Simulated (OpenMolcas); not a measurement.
How basis sets differ on InH3O (SMILES [H][In]([H])[OH])

The species is InH3O (5 atoms), meant as a singlet with charge 0. SMILES: `[H][In]([H])[OH]`. Geometry: a GFN2-xTB relaxation, a rough one for these elements and not checked as a minimum.

Quantity: the HOMO–LUMO gap, in eV. The values are calculated.

| level | kind | program | value (eV) | CPU time |
| --- | --- | --- | --- | --- |
| HF/STO-3G | Hartree–Fock | OpenMolcas | 14.22 | 2.3 s |
| HF/3-21G | Hartree–Fock | OpenMolcas | 12.20 | 2.5 s |
| HF/def2-SVP (core potential) | Hartree–Fock | OpenMolcas | 12.30 | 3.2 s |
| HF/def2-TZVPP (core potential) | Hartree–Fock | OpenMolcas | 12.03 | 16 s |

All-electron rows without a relativistic Hamiltonian named are non-relativistic, while core potentials hold scalar relativity, so basis and relativity change together. The values span 12.03 to 14.22 eV. A Hartree–Fock LUMO above zero doesn't converge with the basis: it sinks as sets grow more diffuse. Orbital gaps aren't excitation energies. Times are those of the runs behind each value, whatever else they computed, on shared processors of several kinds: orders of magnitude only.
